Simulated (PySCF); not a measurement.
# Continuum solvent and chemical shifts

Numbering as in the mapped SMILES `[CH:1]1=[CH:2][C:3]1=[CH:4][c:5]1[cH:6][cH:7][cH:8][cH:9][cH:10]1`; H(Xn) means a hydrogen on atom n.

GIAO PBE0/pcSseg-1 in PySCF on one PBE0-D3(BJ)/def2-SVP conformer, non-relativistic, equivalent nuclei averaged. Solvents enter as an IEF-PCM continuum (cyclohexane with ε = 2.0, acetone with ε = 20.5) around the gas-phase geometry. Shifts are referred to TMS computed in the same medium.

Gas phase, δ in ppm: C5 145.0, C1 143.9, C2 141.2, C7/C9 133.8, C6/C10 128.4, C8 127.7, C3 118.9, C4 86.7, H(C1) 8.66, H(C2) 8.35, H(C6)/H(C10) 7.31, H(C7)/H(C9) 7.30, H(C8) 7.01, H(C4) 5.42. Dipole moment 3.20 D.

Problem. How does each δ change in the continuum?

Solution. 
```csv
atoms,environment,"Δδ, cyclohexane","Δδ, acetone"
C5,substituted aromatic carbon,+1.0,+2.1
C1,alkene CH,+0.8,+2.2
C2,alkene CH,+0.7,+1.9
C7/C9,aromatic CH,+0.5,+1.5
C6/C10,aromatic CH,+0.1,+0.3
C8,aromatic CH,-0.1,+0.1
C3,fully substituted alkene carbon,+2.4,+6.1
C4,alkene CH,-1.3,-3.3
H(C1),hydrogen on an alkene CH,+0.14,+0.37
H(C2),hydrogen on an alkene CH,+0.15,+0.37
H(C6)/H(C10),hydrogen on an aromatic CH,+0.08,+0.23
H(C7)/H(C9),hydrogen on an aromatic CH,+0.07,+0.20
H(C8),hydrogen on an aromatic CH,+0.04,+0.12
H(C4),hydrogen on an alkene CH,+0.01,+0.04
```

Changes are relative to the gas phase. The dipole moment becomes 3.67 D in cyclohexane, 4.34 D in acetone.

Problem. Which nuclei move most (in ppm), and what does the model miss?

Solution. C3 (fully substituted alkene carbon, +6.1 ppm) in acetone. A continuum only polarises the solute; specific hydrogen bonds, the anisotropy of aromatic solvents and changes of geometry or conformer are outside it.
